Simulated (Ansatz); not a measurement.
Consider the ligand exchange at a Li–C bond: `[Li][c]1ccccc1` + trimethylsilanol → `[Li][O][Si](C)(C)C` + benzene.

Isolated molecules relaxed with PBE0-D4/def2-TZVP in Ansatz; ΔE leaves out vibrations. CCSD(T)/CBS adds triple-zeta CCSD(T) − MP2 to the extrapolated MP2 energy (def2 sets, frozen cores). Functionals use def2-TZVPP. For Li outer-core shells are correlated without core-valence functions, which leaves a few kJ/mol of doubt a bond. Each species was taken in one conformer, which may not be the lowest.

Question: Is it downhill or uphill in electronic energy at CCSD(T)/CBS, and by how much? (Best estimate.)

Answer: The calculation gave: Downhill: ΔE = -2.04 eV.

Question: What do these levels give: PBE-D4, r2SCAN-D4, PBE, HF/def2-SVP, SCS-MP2/def2-TZVPP, CCSD/CBS(def2)? (Best estimate.)

Answer: Ansatz gave: PBE-D4 -1.98, r2SCAN-D4 -2.05, PBE -1.98, HF/def2-SVP -2.17, SCS-MP2/def2-TZVPP -2.02, CCSD/CBS(def2) -2.06 eV.

Largest T1 diagnostic among the species: 0.011.

In def2-TZVPP, CCSD(T) changes the Hartree–Fock value by +0.08 eV (the triples alone add +0.03 eV) and MP2 by +0.06 eV. At CCSD(T), def2-SVP lies −0.09 eV from the extrapolated value and def2-TZVPP +0.06 eV. Leaving LDA and LC-ωPBE aside and taking each functional with its dispersion term where it has one, the values, not all of them listed here, spread over 0.15 eV, from CAM-B3LYP-D4 to revPBE-D4.
